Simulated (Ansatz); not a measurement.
ClFH4O2Si2, SMILES `O[Si@H](Cl)[Si@@H](O)F`, 10 atoms. The species carries charge 0 and has multiplicity 1. All runs use 4 threads of an Arm Neoverse V1 on a shared host. Correlated methods freeze the cores.

Problem. How many basis functions does each run have, and how long does it take in Ansatz? RKS ωB97M-V/def2-SVP energy; RHF-CCSD(T)/def2-TZVPP energy; RKS ωB97M-V/def2-TZVPP energy and forces; RKS ωB97M-V/def2-QZVPP energy; RHF-CCSD(T)/def2-SVP energy; RKS PBE0-D4/def2-TZVPP energy; RKS BHLYP-D4/def2-TZVPP energy; RKS PBE0-D4/def2-TZVP relaxation (10 steps); RHF-MP2/def2-QZVPP energy; RKS PBE0-D4/def2-SVP energy; direct RPA on PBE orbitals/def2-TZVPP energy; RKS PBE0-D4/def2-QZVPP energy. (Estimate.)

Solution. Computed: Other jobs shared the machine, so times are rough.

```
                                level                    job  functions  wall time  peak host memory (GiB)
                 RKS PBE0-D4/def2-SVP                 energy        116      1.6 s                    0.25
               RKS PBE0-D4/def2-TZVPP                 energy        275      5.5 s                    0.88
              RKS BHLYP-D4/def2-TZVPP                 energy        275        6 s                    0.91
                 RKS ωB97M-V/def2-SVP                 energy        116        7 s                    0.39
direct RPA on PBE orbitals/def2-TZVPP                 energy        275        8 s                    0.68
                 RHF-CCSD(T)/def2-SVP                 energy        116       10 s                    0.57
               RKS PBE0-D4/def2-QZVPP                 energy        501       15 s                     2.3
               RKS ωB97M-V/def2-TZVPP      energy and forces        275       19 s                     1.2
               RKS ωB97M-V/def2-QZVPP                 energy        501       30 s                     2.7
                   RHF-MP2/def2-QZVPP                 energy        501       32 s                     3.2
                RKS PBE0-D4/def2-TZVP  relaxation (10 steps)        228       61 s                    0.71
               RHF-CCSD(T)/def2-TZVPP                 energy        275    6.8 min                     7.3
```
